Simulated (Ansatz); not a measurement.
The same atomization along the group C, Ge, Sn.

Gas-phase electronic energies from Ansatz, PBE0-D4/def2-TZVP geometries. CCSD(T)/CBS is the MP2 limit (def2-TZVPP, def2-QZVPP) plus CCSD(T) − MP2 in def2-TZVPP, frozen cores. This one scheme is used for every species, atoms too. Functionals use def2-TZVPP. Open shells (•) are unrestricted, without spin–orbit coupling. Spin–orbit coupling would lower the free atoms: a little for C, F, S; clearly for Ge; strongly for Sn. Elements past krypton have def2 core potentials. Bonds to Ge, Sn are less sure, by a few kJ/mol each and by 10 to 20 or more in all where they break to atoms, as the def2 sets lack core-valence functions. Scalar relativity is left out up to krypton. Each species was taken in one conformer, which may not be the lowest.

| reaction | revPBE-D4 (kJ/mol) | ωB97X-V (kJ/mol) | PBE0-D4 (kJ/mol) |
| --- | --- | --- | --- |
| `FCS` → F• + 3 H• + S• + C• | 2014 | 2024 | 2019 |
| `[F][GeH2][SH]` → F• + 3 H• + S• + Ge• | 1709 | 1766 | 1722 |
| `[F][SnH2][SH]` → F• + 3 H• + S• + Sn• | 1574 | 1634 | 1583 |

Q: Give the CCSD(T)/CBS values in the same order. (An estimate is asked.)

A: Computed: 2016, 1759, 1635 kJ/mol.

Largest T1 diagnostic: 0.013, for `[F][SnH2][SH]`.

For atomizations the MP2-based limit and the directly extrapolated one differ by several kJ/mol either way, and by 10 to 25 for some Ge, Se and Sn compounds, so smaller differences from it don't rank the levels.
